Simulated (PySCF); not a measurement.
C₅H₆FNO₂.
SMILES: `O1[C@H](F)O[C@@](C#N)(C)C1`

The closed-shell SCF was solved with PySCF and density fitting under several settings on one GFN2-xTB geometry (grid level 2 and gas phase unless stated).

| settings | basis functions | SCF cycles | E (Eh) | HOMO (eV) | LUMO (eV) | dipole (D) |
| --- | --- | --- | --- | --- | --- | --- |
| PBE0/pcSseg-1 | 183 | 15 | -498.5665 | -9.00 | 0.00 | 4.46 |
| PBE0/def2-SVPD | 237 | 15 | -498.2743 | -9.09 | -0.12 | 4.45 |
| PW91/def2-SVPD, energy threshold 1e-06 Eh | 237 | 9 | -498.6534 | -7.45 | -1.30 | 4.35 |
| PBE0/ANO-RCC-VDZP, energy threshold 1e-11 Eh, start guess sap | 156 | 19 | -498.7686 | -9.02 | 0.07 | 4.48 |
| KT2/pcSseg-1 | 183 | 16 | -506.8785 | -7.42 | -1.14 | 4.30 |

Problem. Estimate the row for these settings: KT3/IGLO-II, energy threshold 1e-06 Eh.

Solution. 
```json
{"settings": "KT3/IGLO-II, energy threshold 1e-06 Eh", "basis functions": "234", "SCF cycles": "9", "E (Eh)": "-506.4402", "HOMO (eV)": "-7.40", "LUMO (eV)": "-1.05", "dipole (D)": "4.22"}
```

Problem. Over all rows, what range does the HOMO–LUMO gap span?

Solution. From 6.15 eV (PW91/def2-SVPD, energy threshold 1e-06 Eh) to 9.09 eV (PBE0/ANO-RCC-VDZP, energy threshold 1e-11 Eh, start guess sap). The functional of the narrowest has no exact exchange, that of the widest 25 % exact exchange.

Problem. Compare two rows with the functional PBE0: PBE0/def2-SVPD and PBE0/ANO-RCC-VDZP, energy threshold 1e-11 Eh, start guess sap. Which energy is lower, and by how much?

Solution. PBE0/ANO-RCC-VDZP, energy threshold 1e-11 Eh, start guess sap (156 functions) lies 0.4943 Eh or 310 kcal/mol below PBE0/def2-SVPD (237 functions). The smaller set gives the lower energy; the two sets aren't nested, so the variational bound doesn't order them by size.

Cycle counts include a coarse-grid stage where the run had one. KT2 and KT3 were designed for NMR shieldings or shifts; total energies of different functionals aren't comparable. ANO-RCC sets were contracted for a scalar-relativistic Hamiltonian, but ran non-relativistically here.

One conformer stands for the species.
